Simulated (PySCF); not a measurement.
ClCs, SMILES [Cl][Cs] (connectivity only; charge and spin as stated), charge +1, multiplicity 2.

Geometry optimised at B3LYP-D3(BJ)/def2-TZVPD. The spin state was assumed, not searched. The def2 effective core potentials stand for the cores of Cs; spin–orbit coupling is left out.

Level of theory: PySCF with M06-2X/def2-TZVPD.

```
Item                                                               Result
------------------------------------------------  -----------------------
total energy                                           -480.07127 hartree
point group                                                           C∞v
α spin, highest occupied and lowest empty level       -14.99 and -4.77 eV
β spin, highest occupied and lowest empty level       -14.42 and -8.57 eV
dipole moment about the centre of nuclear charge                   3.99 D
⟨S²⟩                                              0.753 (pure state 0.75)
```
